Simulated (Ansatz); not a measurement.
## Ansatz (development build ahead of 0.2.0) run

```yaml
crystal:
  periodic: [false, false, false]
  atoms:
    - { symbol: H, position_ang: [0.47888, 0.03415, 0.00698] }
    - { symbol: H, position_ang: [-0.26588, 0.41876, 0.03551] }
    - { symbol: H, position_ang: [-0.27357, -0.45929, 0.0658] }
basis:
  gaussian: { orbitals: "6-31G" }
total_charge: 1
hamiltonian:
  xc: hf
correlation:
  method: mp2
  frozen_orbitals: { H: 0 }
```

The input is written out in the form of the current development build from the run's settings.

Results

```yaml
Converged: yes
Reference_energy: -1.27285 hartree
Correlation_energy: -0.02245 hartree
Total_energy: -1.29531 hartree
Spin_squared_of_the_determinant: 0.000
```

Caution: bonds are stretched, where a single reference can fail; stretched shape with no unrestricted run beside it, a lower state can exist.
